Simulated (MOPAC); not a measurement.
A run for MOPAC: PM3 on BeB-, 2S+1 = 3, a spin state set in the input, which need not be the lowest, a point of a bond scan (R = 1.844 Å). Charge -1.

```
PM3 1SCF PRECISE CHARGE=-1 UHF MS=1 THREADS=1
BBe

Be     0.00000000 1     0.00000000 1     0.00000000 1
B      0.00000000 1     0.00000000 1     1.84397600 1
```

Program output:

```
*******************************************************************************
 **                                                                           **
 **                              MOPAC v23.2.5                                **
 **                                                                           **
 *******************************************************************************
 ** MOPAC's Digital Object Identifier: https://doi.org/10.5281/zenodo.6511958 **
 **                                                                           **
 ** Please cite the open-source release paper for use of this MOPAC version:  **
 ** J. E. Moussa and J. J. P. Stewart (2026)                                  **
 ** MOPAC: An open-source semiempirical molecular orbital program             **
 ** J. Open Source Softw., 11(119), 8025, https://doi.org/10.21105/joss.08025 **
 *******************************************************************************

                              PM3 CALCULATION RESULTS

 *******************************************************************************
 *  PM3        - The PM3 Hamiltonian to be used
 *  UHF        - UNRESTRICTED HARTREE-FOCK CALCULATION
 *
 *
 *
 *                 CHARGE ON SYSTEM = -1
 *
 *
 *
 *  MS=        - IN MECI, MAGNETIC COMPONENT OF SPIN =  1.0
 *  PRECISE    - TIGHTER CRITERIA TO BE USED
 *  1SCF       - DO 1 SCF AND THEN STOP
 *  THREADS=1  - MULTI-THREADING NOT USED
 *  T=         - A TIME OF 172800.0 SECONDS REQUESTED
 *  DUMP=N     - RESTART FILE WRITTEN EVERY 7200.0 SECONDS REQUESTED
 *******************************************************************************
PM3 1SCF PRECISE CHARGE=-1 UHF MS=1 THREADS=1
 BBe

   ATOM   CHEMICAL          X               Y               Z
  NUMBER   SYMBOL      (ANGSTROMS)     (ANGSTROMS)     (ANGSTROMS)

     1      Be          0.00000000  *   0.00000000  *   0.00000000  *
     2       B          0.00000000  *   0.00000000  *   1.84397600  *



          CARTESIAN COORDINATES

    NO.       ATOM           X           Y           Z

     1        Be          0.0000      0.0000      0.0000
     2         B          0.0000      0.0000      1.8440

 Be: (PM3): J. J. P. STEWART, J. COMP. CHEM. 10, 209 (1989).
  B: (PM3): J. J. P. STEWART, J. MOL. MOD., 10, 155-164 (2004)

           Empirical Formula: Be B  =     2 atoms



      MOLECULAR POINT GROUP   :   C*v


          UHF CALCULATION, NO. OF ALPHA ELECTRONS =    4
                           NO. OF BETA  ELECTRONS =    2

 -------------------------------------------------------------------------------
 PM3 1SCF PRECISE CHARGE=-1 UHF MS=1 THREADS=1
 BBe



     1SCF WAS SPECIFIED, SO BFGS WAS NOT USED
     SCF FIELD WAS ACHIEVED


                              PM3 CALCULATION
                                                       MOPAC v23.2.5 Linux




          FINAL HEAT OF FORMATION =        219.75383 KCAL/MOL =     919.45002 KJ/MOL


          COSMO AREA              =         80.91 SQUARE ANGSTROMS
          COSMO VOLUME            =         64.88 CUBIC ANGSTROMS

          IONIZATION POTENTIAL    =          0.985623 EV
          ALPHA SOMO LUMO (EV)    =         -1.439  6.273
          BETA  SOMO LUMO (EV)    =         -0.986  9.391
          NO. OF ALPHA ELECTRONS  =          4
          NO. OF BETA  ELECTRONS  =          2
          MOLECULAR WEIGHT        =         19.8222         POINT GROUP:  C*v

          MOLECULAR DIMENSIONS (Angstroms)

            Atom       Atom       Distance
            B     2   Be     1     1.84398
            B     2   Be     1     0.00000
           Be     1    B     2     0.00000


          SCF CALCULATIONS        =          1





   ATOM   CHEMICAL          X               Y               Z
  NUMBER   SYMBOL      (ANGSTROMS)     (ANGSTROMS)     (ANGSTROMS)

     1      Be          0.00000000  *   0.00000000  *   0.00000000  *
     2       B          0.00000000  *   0.00000000  *   1.84397600  *

                             CARTESIAN COORDINATES

   1   Be        0.000000000     0.000000000     0.000000000
   2    B        0.000000000     0.000000000     1.843976000


           Empirical Formula: Be B  =     2 atoms



      MOLECULAR POINT GROUP   :   C*v


          ALPHA EIGENVALUES
  -8.94589  -2.64504  -1.43922  -1.43922   6.27347   9.05022   9.05022  11.66675


           BETA EIGENVALUES
  -6.66439  -0.98562   9.39095   9.39095  10.25077  11.91359  11.99657  11.99657


              NET ATOMIC CHARGES AND DIPOLE CONTRIBUTIONS

  ATOM NO.   TYPE          CHARGE      No. of ELECS.   s-Pop       p-Pop
    1         Be          -0.321327        2.3213     1.63464     0.68668
    2          B          -0.678673        3.6787     1.32619     2.35248
 DIPOLE           X         Y         Z       TOTAL
 POINT-CHG.     0.000     0.000    -1.181     1.181
 HYBRID         0.000    -0.000     0.493     0.493
 SUM            0.000    -0.000    -0.688     0.688


          ATOMIC ORBITAL ELECTRON POPULATIONS

     Atom    s        px        py        pz
    1 Be   1.63464   0.03260   0.03260   0.62148
    2  B   1.32619   0.96740   0.96740   0.41769


                    (SZ)    =    1.000000
                    (S**2)  =    2.773431


          ATOMIC ORBITAL SPIN POPULATIONS

    Atom   Total    s     px     py     pz
         Atomic
    1 Be -0.5474 -0.050  0.033  0.033 -0.563
    2  B  2.5474  0.376  0.967  0.967  0.236

 **********************
 *                    *
 * JOB ENDED NORMALLY *
 *                    *
 **********************




 == MOPAC DONE ==
```

The run finished. Its determinant has ⟨S²⟩ = 2.77, a mixture of spin states.

Cost: about 0.020 core-seconds (a rough figure).
